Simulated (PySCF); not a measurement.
PySCF input for C₂H₆F₂OSi, SMILES CCO[SiH](F)F, ωB97X-D3(BJ)/def2-SVP. 

```python
import numpy as np
from pyscf import gto, scf, dft
import os
os.environ['JAX_PLATFORMS'] = 'cpu'
from ase import Atoms, units
from ase.calculators.calculator import Calculator, all_changes
from sella import Sella

mol = gto.M(
    atom='''
    Si    0.85104056    0.26523770    0.63193380
    F     1.82654294   -0.93831149    0.24086881
    F     1.47620542    1.44377537   -0.24739285
    O    -0.66860448   -0.03184855    0.27489173
    C    -1.37535098   -0.39816601   -0.89274547
    C    -2.84678059   -0.56652674   -0.55374495
    H     0.86286972    0.55428635    2.03219011
    H    -1.24215130    0.38220698   -1.64947566
    H    -0.96123389   -1.33413835   -1.28220097
    H    -3.24825024    0.36520661   -0.16450865
    H    -3.39969467   -0.84825920   -1.44537195
    H    -2.96921748   -1.33886029    0.20081901
    ''',
    basis='def2-SVP',
    charge=0,
    spin=0,
    max_memory=1600,
    verbose=3,
)
mf = dft.RKS(mol, xc='wb97x-d3bj').density_fit(auxbasis='def2-universal-jkfit')
mf.grids.level = 3
mf.conv_tol = 1e-9
mf.max_cycle = 100
mf.kernel()
grad = mf.nuc_grad_method()
grad.grid_response = mol.nao <= 150
scan = grad.as_scanner()
scan.verbose = scan.base.verbose = 0
class SCF(Calculator):
    implemented_properties = ['energy', 'forces']
    def calculate(self, atoms=None, properties=None, system_changes=all_changes):
        super().calculate(atoms, properties, system_changes)
        e, g = scan(mol.set_geom_(self.atoms.positions, unit='Angstrom', inplace=False))
        assert scan.converged
        self.results = {'energy': float(e) * units.Hartree, 'forces': -np.asarray(g) * units.Hartree / units.Bohr}
atoms = Atoms(mol.elements, mol.atom_coords(unit='Angstrom'), calculator=SCF())
conv = Sella(atoms, order=0, internal=True, allow_fragments=True).run(fmax=0.002, steps=150)
mol_eq = mol.set_geom_(atoms.positions, unit='Angstrom', inplace=False)
print(mol_eq.tostring(format='xyz'))
mf.reset(mol_eq)
mf.verbose = 3
mf.kernel()
```

Program output:

```
converged SCF energy = -644.112439894696
     Step          Energy         fmax         cmax       rtrust          rho
Sella   0   -17527.192245       1.2590       0.0000       0.1000       1.0000
Sella   1   -17527.276491       1.2590       0.0000       0.1000       1.2451
Sella   2   -17527.297225       0.6374       0.0000       0.1000       1.3479
Sella   3   -17527.306772       0.1799       0.0000       0.1000       1.3793
Sella   4   -17527.311830       0.1579       0.0000       0.1000       1.3243
Sella   5   -17527.313927       0.1599       0.0000       0.1000       1.3243
Sella   6   -17527.314764       0.0932       0.0000       0.1000       1.2923
Sella   7   -17527.315019       0.0615       0.0000       0.1000       1.2794
Sella   8   -17527.315082       0.0559       0.0000       0.1000       1.2401
Sella   9   -17527.315093       0.0299       0.0000       0.1000       1.2332
Sella  10   -17527.315095       0.0084       0.0000       0.1000       1.2600
Sella  11   -17527.315096       0.0021       0.0000       0.1000       1.3553
12
XYZ from PySCF
Si          0.84531630        0.26621892        0.63185015
F           1.72652497       -1.00255840        0.15983880
F           1.32411606        1.48698147       -0.31117328
O          -0.74139046       -0.03390710        0.41588796
C          -1.35871484       -0.39603639       -0.81799036
C          -2.84777657       -0.56747669       -0.59662934
H           1.10341873        0.57700071        2.04121996
H          -1.16379819        0.38975636       -1.56927916
H          -0.90827187       -1.33326312       -1.19002208
H          -3.29227582        0.37130202       -0.23270037
H          -3.34537768       -0.85094129       -1.53714307
H          -3.03639561       -1.35247411        0.15140374
converged SCF energy = -644.116954573389
```

Self-consistency was reached.
